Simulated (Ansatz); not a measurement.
Species: HBr, charge 1, doublet. HBr+ (parent SMILES Br, doublet).
B3LYP-D3(BJ)/def2-TZVP minimum from Ansatz (a program for electronic structure):
```
Br
H 1 1.4597
```
Charge +1, spin multiplicity 2.

Total energies in cc-pV5Z, 7 correlated electrons, 14 frozen orbitals. Open shells are spin-unrestricted; no spin-orbit coupling. Correlated methods leave the cores frozen (noble-gas shells, and filled d and f shells in the p block). No relativity. Spin-orbit terms, left out, reach several kcal/mol for Br and I, and more for heavier atoms. The spin of HBr+ (parent SMILES Br, doublet) was assumed, and the state is the lowest solution found for it.

```
method    program  energy (Eh)  minus CCSDT(Q) (mEh)
--------  -------  -----------  --------------------
HF         Ansatz  -2572.65990                184.01
MP2        Ansatz  -2572.81802                 25.88
CCSD       Ansatz  -2572.83711                  6.79
CCSD(T)    Ansatz  -2572.84312                  0.78
CCSDT(Q)   Ansatz  -2572.84390                  0.00
```

Rough core times of Ansatz's runs on a shared machine: CCSD(T) 40 s, CCSDT(Q) 40 min.
